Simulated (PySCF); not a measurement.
Harmonic spectrum computed at PBE0 in the def2-SVP basis family (core potentials from Rb on, PySCF, no spin–orbit coupling):

| symmetry | ω (cm⁻¹) | IR (km/mol, summed over degenerate members) |
| --- | --- | --- |
| e | 74 | 0.0 |
| a1 | 114 | 0.0 |
| a1 | 281 | 0.2 |
| e | 331 | 88.8 |

Which molecule gave it? In each, all ligands are bound to the one heavy central atom.
A. SnI₃⁺ (singlet)
B. ZrI₃⁺ (singlet)
C. SI₃⁺ (singlet)
D. SiI₃⁺ (singlet)

C. It has C3v symmetry with S–I 2.426 Å (×3).
